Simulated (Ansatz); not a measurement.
Ideal-gas functions of AsH3OSSe (`O[As](S)[SeH]`) at 800 K and 1 bar, from an Ansatz frequency run at PBE0-D4/def2-TZVP.

Molar mass 204.97 g/mol, point group C1 (symmetry number 1), electronic degeneracy 1, moments of inertia 159.628, 388.462, 475.233 u Å². Harmonic wavenumbers (cm⁻¹, unscaled): 87, 131, 184, 209, 248, 273, 330, 381, 628, 687, 739, 979, 2432, 2712, 3834.

Use S(trans) = R[1.5 ln M + 2.5 ln T − 1.1517]; rotational temperatures θ = 24.2544 K / I; S(rot) = R[ln(√π/σ · √(T³/θAθBθC)) + 1.5]; for each mode x = 1.438777 ν̃/T, S = R[x/(eˣ − 1) − ln(1 − e⁻ˣ)] and H = RT x/(eˣ − 1); 1 cm⁻¹ = 0.0119627 kJ/mol; R = 8.31446 J/(mol·K).

Question: By hand: the entropy, in J/(mol·K).

Answer: Translation 195.8. Rotation: θ = 0.1519, 0.0624, 0.051 K, giving 132.3. Vibration, mode by mode: 23.75, 20.35, 17.55, 16.50, 15.10, 14.31, 12.77, 11.62, 7.73, 7.07, 6.54, 4.61, 0.57, 0.37, 0.07, in all 158.9. Electronic 0.0. Sum 487.0 J/(mol·K).

Question: By hand: H − E and G − E in kJ/mol, counted from the electronic energy.

Answer: Zero-point energy ½ × 13854 × 0.0119627 = 82.9; thermal vibration 56.3; translation, rotation and pV give 4 RT = 26.6. H − E = 165.8 kJ/mol, and G − E = 165.8 − 800 × 487.0/1000 = -223.8 kJ/mol.

Vibration gives 33 % of the entropy, 44.1 J/(mol·K) of it from the modes under 150 cm⁻¹: soft modes count most, and the harmonic formula is weakest for them. The sum counts one conformer and one mirror image; others add a mixing term.
